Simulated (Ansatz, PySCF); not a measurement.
Gas-phase reaction (SMILES): [CH3][Ge]([Br])([Br])[Br] + F (HF) -> [F][Ge]([Br])([Br])[Br] + C (CH4); hydrogen fluoride cleaves one Ge-C bond, a model of a ligand-exchange step.

Geometries: B3LYP-D3(BJ)/def2-TZVP minima from Ansatz (an electronic-structure program). Correlated levels leave the core frozen unless marked. Spin-orbit coupling is left out. Frozen are the shells of the preceding noble gas and the d and f shells that filled before the atom's block. Non-relativistic. Basis-set limits of correlation are two-point, X^-3; Hartree-Fock from the larger set. Thermal terms are rigid-rotor harmonic-oscillator values from B3LYP-D3(BJ) frequencies (Ansatz or PySCF) at 298.15 K and 1 atm. 1 Eh = 627.5095 kcal/mol.

| species | E, CCSD(T)/CBS(cc-pVTZ,cc-pVQZ) (Ansatz) (Eh) | E, wB97X-V/def2-TZVPD (Ansatz) (Eh) | H - E (Eh) |
|---|---|---|---|
| [CH3][Ge]([Br])([Br])[Br] | -9833.58277 | -9838.64563 | 0.04920 |
| F (HF) | -100.39146 | -100.45520 | 0.01259 |
| [F][Ge]([Br])([Br])[Br] | -9893.53796 | -9898.60642 | 0.01374 |
| C (CH4) | -40.45816 | -40.51531 | 0.04840 |

### Question
Work out ΔE and ΔH at 298.15 K at the first level, then ΔH at the second.

### Answer

1. ΔE = [(-9893.53796) + (-40.45816)] - [(-9833.58277) + (-100.39146)] = -0.02189 Eh = -13.7 kcal/mol at CCSD(T)/CBS(cc-pVTZ,cc-pVQZ).
2. The terms H - E add up to 0.00035 Eh, so ΔH = (-0.02189 + (0.00035))×627.5095 = -13.5 kcal/mol.
3. At wB97X-V/def2-TZVPD the same steps give ΔE = -13.1 and ΔH = -12.9 kcal/mol, a shift of +0.6 from the first level.
4. These values are not checked against measurement here, since the tables used lack a sound gas-phase enthalpy of formation for at least one species.
